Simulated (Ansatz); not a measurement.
One change: `[SiH3][Sn]([Cl])([Cl])[Cl]` becomes `C#[C][Sn]([Cl])([Cl])[Cl]`.

Ansatz, PBE0-D4/def2-TZVP geometries, multiplicity 1. 

Elements past krypton have def2 core potentials.

```json
{"property": "HOMO energy (PBE0/def2-TZVPP) / eV", "`[SiH3][Sn]([Cl])([Cl])[Cl]`": "-8.68"}
{"property": "HOMO energy (PBE/def2-TZVPP) / eV", "`[SiH3][Sn]([Cl])([Cl])[Cl]`": "-7.49"}
{"property": "LUMO energy (PBE/def2-TZVPP) / eV", "`[SiH3][Sn]([Cl])([Cl])[Cl]`": "-3.06"}
{"property": "size of the dipole moment (B3LYP/def2-TZVPP) / D", "`[SiH3][Sn]([Cl])([Cl])[Cl]`": "4.00"}
{"property": "zero-point energy (PBE0-D4/def2-TZVP) / kJ/mol", "`[SiH3][Sn]([Cl])([Cl])[Cl]`": "74.4"}
{"property": "HOMO energy (B3LYP/def2-TZVPP) / eV", "`[SiH3][Sn]([Cl])([Cl])[Cl]`": "-8.44"}
```

Give the same properties after the change, and the shifts. (An estimate is asked.)

Ansatz gave: 
| property | `C#[C][Sn]([Cl])([Cl])[Cl]` | shift |
| --- | --- | --- |
| HOMO energy (PBE0/def2-TZVPP) / eV | -9.19 | -0.51 |
| HOMO energy (PBE/def2-TZVPP) / eV | -7.91 | -0.42 |
| LUMO energy (PBE/def2-TZVPP) / eV | -3.25 | -0.19 |
| size of the dipole moment (B3LYP/def2-TZVPP) / D | 2.51 | -1.49 |
| zero-point energy (PBE0-D4/def2-TZVP) / kJ/mol | 58.5 | -15.9 |
| HOMO energy (B3LYP/def2-TZVPP) / eV | -8.91 | -0.47 |

With PBE0 the HOMO falls by 0.51 eV and the LUMO falls by 0.11 eV, so the gap widens by about 0.40 eV. PBE moves the HOMO by -0.42 eV and ωB97M-V by -0.80 eV. The zero-point energy changes by -15.9 kJ/mol with -3 modes. Dipoles are sizes alone; their direction can turn.

B3LYP here is the variant with VWN-RPA as its local correlation; programs differ in this.
